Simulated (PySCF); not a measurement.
**Sc: excitation energy**

Sc [Ar] 3d1 4s2 (2D) → Sc [Ar] 3d2 4s1 (4F), as a difference of total energies. Computed with PySCF 2.14 in dyall-av2z (16s12p7d2f, 101 functions), with no relativity, point nucleus. Correlated levels: valence: [Ar] frozen; virtual orbitals above 40 to 60 times the deepest correlated orbital energy dropped. The calculations carry no spin-orbit coupling.

| method | excitation energy (eV) |
| --- | --- |
| UHF | 1.028 |
| LDA | 0.537 |
| PBE | 0.498 |
| PBE0 | 0.618 |
| TPSSh | 0.510 |
| PW91 | 0.482 |
| B2PLYP | 1.120 |
| wB97X | 1.294 |
| MP2 (valence) | 1.457 |
| SCS-MP2 (valence) | 1.757 |

Q: How much does correlation contribute at MP2 (valence)?

A: 1.457 − (1.028) = 0.429 eV, measured against UHF.

These non-relativistic numbers lack the scalar-relativistic shift.

Errors of the correlated levels include the incompleteness of this basis and the frozen core.

For comparison: 1.427 eV (measured; NIST levels, between the centres of gravity of the two terms).
